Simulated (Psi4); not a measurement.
F$_{3}$In, charge +1, doublet, geometry from GFN2-xTB of the parent state (such geometries of metal compounds can be far from the true shape) (a state made from the parent by changing its charge; the spin is typed, not shown lowest) (core potentials on In); TPSS/def2-SV(P) run with Psi4 1.11.

Input for Psi4:
```
memory 2 GB

molecule mol {
1 2
In    0.000000    0.000000    0.000000
F    -1.677692   -1.020311    0.030266
F     0.015199    1.844970   -0.672648
F     1.662493   -0.824659    0.642382
}

set {
  basis def2-sv(p)
  reference uks
}

energy('tpss')
print_variables()
```

Q: What does Psi4 print? Leave out banner, timings and long lists.

A: 
```
   => Loading Basis Set <=

    Name: DEF2-SV(P)
    Role: ORBITAL
    Keyword: BASIS

    !!!  WARNING: ECP capability is in beta. Please check occupations closely.  !!!

         ---------------------------------------------------------
                                   SCF
               by Justin Turney, Rob Parrish, Andy Simmonett
                          and Daniel G. A. Smith
                              UKS Reference
         ---------------------------------------------------------

  ==> Geometry <==

    Molecular point group: cs
    Full point group: Cs

    Geometry (in Angstrom), charge = 1, multiplicity = 2:

       Center              X                  Y                   Z               Mass
    ------------   -----------------  -----------------  -----------------  -----------------
         IN           0.000000000000    -0.000000000000     0.000000000000   114.903878776000
         F           -0.968477530424     1.708406358981     0.000000000000    18.998403162730
         F            1.963761975637    -0.015477255807     0.000000000000    18.998403162730
         F           -0.995284445213    -1.692929103173     0.000000000000    18.998403162730

  Running in cs symmetry.

  Rotational constants: A =      0.15339  B =      0.15339  C =      0.07669 [cm^-1]
  Rotational constants: A =   4598.37346  B =   4598.37216  C =   2299.18641 [MHz]
  Nuclear repulsion =  190.589984474063726

  Charge       = 1
  Multiplicity = 2
  Electrons    = 47
  Nalpha       = 24
  Nbeta        = 23

  ==> Algorithm <==

  SCF Algorithm Type is DF.
  DIIS enabled.
  MOM disabled.
  Fractional occupation disabled.
  Guess Type is SAD.
  Energy threshold   = 1.00e-06
  Density threshold  = 1.00e-06
  Integral threshold = 1.00e-12

  ==> Primary Basis <==

  Basis Set: DEF2-SV(P)
    Blend: DEF2-SV(P)
    Number of shells: 28
    Number of basis functions: 68
    Number of Cartesian functions: 73
    Spherical Harmonics?: true
    Max angular momentum: 2

  Core potential: DEF2-SV(P)
    Number of shells: 4
    Number of ECP primitives: 18
    Number of ECP core electrons: 28
    Max angular momentum: 3

  ==> DFT Potential <==

   => LibXC <=

    Version 7.1.2
    S. Lehtola, C. Steigemann, M. J. T. Oliveira, and M. A. L. Marques,  SoftwareX 7, 1–5 (2018) (10.1016/j.softx.2017.11.002)

   => Composite Functional: TPSS <=

    TPSS Meta-GGA XC Functional

    J. Tao, et al., Phys. Rev. Lett., 91, 146401, 2003

    Deriv               =              1
[...]
   @DF-UKS iter  89:  -488.89988184470599   -7.01182e-02   6.31602e-03 ADIIS/DIIS
   @DF-UKS iter  90:  -488.84405893098904    5.58229e-02   8.34393e-03 ADIIS/DIIS
   @DF-UKS iter  91:  -488.79567795250625    4.83810e-02   9.91083e-03 ADIIS/DIIS
   @DF-UKS iter  92:  -488.79392114784213    1.75680e-03   9.96766e-03 ADIIS/DIIS
   @DF-UKS iter  93:  -488.86247244127696   -6.85513e-02   7.95313e-03 ADIIS/DIIS
   @DF-UKS iter  94:  -488.95038270385407   -8.79103e-02   2.69175e-03 ADIIS/DIIS
   @DF-UKS iter  95:  -488.88403788568144    6.63448e-02   7.05055e-03 ADIIS/DIIS
   @DF-UKS iter  96:  -488.83214560117904    5.18923e-02   8.85552e-03 ADIIS/DIIS
   @DF-UKS iter  97:  -488.88712679926340   -5.49812e-02   6.90344e-03 ADIIS/DIIS
   @DF-UKS iter  98:  -488.84141895951365    4.57078e-02   8.56057e-03 ADIIS/DIIS
   @DF-UKS iter  99:  -488.88839137376755   -4.69724e-02   6.78163e-03 ADIIS/DIIS
   @DF-UKS iter 100:  -488.82681279064042    6.15786e-02   8.95479e-03 ADIIS/DIIS

PsiException: Could not converge SCF iterations in 100 iterations.

  Failed to converge.

Traceback (most recent call last):
  File "psi4", line 375, in <module>
  File "<string>", line 25, in <module>
  File "site-packages/psi4/driver/driver.py", line 533, in energy
  File "site-packages/psi4/driver/procrouting/proc.py", line 2760, in run_scf
  File "site-packages/psi4/driver/procrouting/proc.py", line 2047, in scf_helper
  File "site-packages/psi4/driver/procrouting/scf_proc/scf_iterator.py", line 93, in scf_compute_energy
  File "site-packages/psi4/driver/procrouting/scf_proc/scf_iterator.py", line 86, in scf_compute_energy
  File "site-packages/psi4/driver/procrouting/scf_proc/scf_iterator.py", line 609, in scf_iterate

psi4.driver.p4util.exceptions.SCFConvergenceError: Could not converge SCF iterations in 100 iterations.

Printing out the relevant lines from the Psithon --> Python processed input file:
    F     1.662493   -0.824659    0.642382
    ""","mol")
    core.IO.set_default_namespace("mol")
    core.set_global_option("BASIS", "def2-sv(p)")
    core.set_global_option("REFERENCE", "uks")
--> energy('tpss')
    print_variables()

!-------------------------------------------------------!
!                                                       !
!  Could not converge SCF iterations in 100 iterations. !
!                                                       !
!-------------------------------------------------------!
```

The run did not converge; its last values are not results.
